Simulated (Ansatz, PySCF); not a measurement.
C₄H₉O, SMILES CC(C)(C)[O], multiplicity 2. Atoms are numbered in the order given.

```xyz
14

C     -0.5347     1.4074     0.0000
C      0.0769    -0.0262     0.0000
C     -0.3519    -0.7769    -1.2742
C     -0.3519    -0.7769     1.2742
O      1.4300     0.2100     0.0000
H     -1.6315     1.3154     0.0000
H     -0.2178     1.9605     0.8951
H     -0.2178     1.9605    -0.8951
H     -1.4443    -0.9125    -1.3089
H      0.1192    -1.7716    -1.3010
H     -0.0315    -0.2209    -2.1675
H     -0.0315    -0.2209     2.1675
H     -1.4443    -0.9125     1.3089
H      0.1192    -1.7716     1.3010
```
Charge 0, spin multiplicity 2.

Coordinates come from a B3LYP-D3(BJ)/def2-SVP optimisation. The isomer is the one that the SMILES or the coordinates give; other isomers of the formula were not compared.

Two levels are set side by side: PBE-D3(BJ)/def2-SVP (Ansatz, a first-principles code) and B3LYP-D3(BJ)/def2-SVP (Ansatz). Each level has its own optimised geometry; the coordinates shown are those of the second. Frequencies come from the Hessian of PySCF at each geometry. Differences are taken from unrounded values.

```csv
quantity,B3LYP-D3(BJ),PBE-D3(BJ),PBE-D3(BJ) minus B3LYP-D3(BJ)
mean bond length (Å),1.224,1.231,0.006
bond C1–C2 (Å),1.559,1.572,0.014
bond C2–C3 (Å),1.540,1.546,0.006
bond C2–C4 (Å),1.540,1.546,0.006
bond C2–O5 (Å),1.374,1.364,-0.010
bond C1–H6 (Å),1.101,1.108,0.008
bond C1–H7 (Å),1.099,1.106,0.007
bond C1–H8 (Å),1.099,1.106,0.007
bond C3–H9 (Å),1.101,1.109,0.008
bond C3–H10 (Å),1.101,1.108,0.007
bond C3–H11 (Å),1.100,1.107,0.007
bond C4–H12 (Å),1.100,1.107,0.007
bond C4–H13 (Å),1.101,1.109,0.008
bond C4–H14 (Å),1.101,1.108,0.007
highest harmonic wavenumber (cm⁻¹),3149,3102,-47
mean harmonic wavenumber (cm⁻¹),1482,1441,-41
zero-point energy (kcal/mol),76.28,74.16,-2.12
```

GGA bonds tend to be longer and softer than those of functionals with exact exchange. Differences between two approximate levels are no errors against the true value.
